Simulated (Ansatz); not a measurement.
Start from `N=C(F)BS` and change one atom or group to get `N=C(F)CO`.

Ansatz, PBE0-D4/def2-TZVP geometries, multiplicity 1. Each molecule was computed in one conformer, which needn't be the lowest.

```csv
property,`N=C(F)BS`
HOMO–LUMO gap (PBE/def2-TZVPP) / eV,4.01
HOMO energy (B3LYP/def2-TZVPP) / eV,-8.22
size of the dipole moment (B3LYP/def2-TZVPP) / D,0.57
HOMO–LUMO gap (B3LYP/def2-TZVPP) / eV,5.62
HOMO energy (ωB97M-V/def2-TZVPP) / eV,-10.64
HOMO–LUMO gap (PBE0/def2-TZVPP) / eV,6.06
```

Question: Give the same properties after the change, and the shifts. (Estimate.)

Answer: Ansatz gave: 
```json
{"property": "HOMO–LUMO gap (PBE/def2-TZVPP) / eV", "`N=C(F)CO`": "5.87", "shift": "1.86"}
{"property": "HOMO energy (B3LYP/def2-TZVPP) / eV", "`N=C(F)CO`": "-8.24", "shift": "-0.02"}
{"property": "size of the dipole moment (B3LYP/def2-TZVPP) / D", "`N=C(F)CO`": "2.94", "shift": "2.37"}
{"property": "HOMO–LUMO gap (B3LYP/def2-TZVPP) / eV", "`N=C(F)CO`": "8.06", "shift": "2.44"}
{"property": "HOMO energy (ωB97M-V/def2-TZVPP) / eV", "`N=C(F)CO`": "-10.90", "shift": "-0.26"}
{"property": "HOMO–LUMO gap (PBE0/def2-TZVPP) / eV", "`N=C(F)CO`": "8.60", "shift": "2.54"}
```

The zero-point energy changes by 53.1 kJ/mol with +3 modes. Dipoles are sizes alone; their direction can turn.

B3LYP here is the variant with VWN-RPA as its local correlation; programs differ in this.
